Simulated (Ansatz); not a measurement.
# A cut through the energy surface

SnH4O (SMILES [OH][SnH3]), closed shell, at its PBE0-D4/def2-TZVP minimum:

O1  (0.914, -0.752, 0.931)
Sn2  (-0.282, 0.354, -0.175)
H3  (1.150, -1.585, 0.517)
H4  (-1.721, -0.523, -0.461)
H5  (0.514, 0.712, -1.645)
H6  (-0.533, 1.731, 0.787)
(Å)

The bond length Sn2–H6 (1.698 Å at the minimum) is set to the values below, with the rest relaxed at PBE0-D4/def2-TZVP at each step. Each method's energies count from its own value at the PBE0-D4 minimum structure. Ansatz 0.2.0; basis: def2-TZVPP; cores frozen in the correlated methods. Filled d shells of the heavier atoms are correlated. Core potentials replace the inner electrons of the atoms past krypton. The def2 sets are not built for correlating such inner shells, so the correlated values are less sure here.

CCSD(T) energies along the scan:
```json
{"bond length (Å)": "1.460", "CCSD(T) (eV)": "0.535"}
{"bond length (Å)": "1.511", "CCSD(T) (eV)": "0.298"}
{"bond length (Å)": "1.584", "CCSD(T) (eV)": "0.092"}
{"bond length (Å)": "1.669", "CCSD(T) (eV)": "0.002"}
{"bond length (Å)": "1.764", "CCSD(T) (eV)": "0.038"}
{"bond length (Å)": "1.866", "CCSD(T) (eV)": "0.185"}
{"bond length (Å)": "1.975", "CCSD(T) (eV)": "0.420"}
{"bond length (Å)": "2.089", "CCSD(T) (eV)": "0.714"}
{"bond length (Å)": "2.208", "CCSD(T) (eV)": "0.973"}
```
They count from the CCSD(T) energy at the PBE0-D4 minimum.

Minimum and curvature along this coordinate at CCSD(T): A fifth-order fit through the nearest points gives 1.688 Å, with a curvature of about 15 eV/Å².

Largest difference from the CCSD(T) curve over the scan: r2SCAN-D4 0.075; wB97M-V 0.017; MP2 0.118 eV. Each curve counts from its own value at the minimum.

No T1 diagnostic of these runs exceeds 0.016.

For scale, one of the runs: CCSD(T)/def2-TZVPP, 137 basis functions (an equivalent command: `ansatz run in.yaml --threads 2`). Hardware: 2 CPU threads, shared host. Wall time 12 s; peak host memory 0.87 GiB.
